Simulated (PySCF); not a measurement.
Mapped SMILES: `[CH3:1][Si:2]([CH3:3])([CH3:4])[Si:5]([Cl:6])([Cl:7])[Cl:8]`. Each H is labelled by its parent atom.

Theoretical values (PySCF): GFN2-xTB geometry, NMR shieldings at PBE0/pcSseg-1/GIAO. One computed conformer, no relativistic terms, averaged over atoms made equivalent by symmetry, fast rotation or ring inversion, gas phase.

Chemical shifts δ = σref − σ; ¹³C (186.93 ppm) and ¹H (31.72 ppm) and ²⁹Si (349.16 ppm) vs TMS; ³⁵Cl (949.78 ppm) against HCl, all at this level.

```
            atoms  nucleus  count  δ (ppm)
              Si2     ²⁹Si      1        ?
              Si5     ²⁹Si      1        ?
         C1/C3/C4      ¹³C      3     -2.8
H(C1)/H(C3)/H(C4)       ¹H      9     0.23
      Cl6/Cl7/Cl8     ³⁵Cl      3      144
```

Fill in the missing shifts.

Results:


- Si5: 39.8 ppm, silicon bonded to 3 Cl, Si
- Si2: -9.5 ppm, silicon bonded to 3 C, Si

Shifts are as computed. Against solution values, carbons near 30 ppm lie about +3 ppm off and those near 130 ppm about +5 ppm. Of 1211 compounds with measured shifts, 218 miss one by over three times the rms of a fit or turn the order of signals round; such compounds aren't used in these exercises.
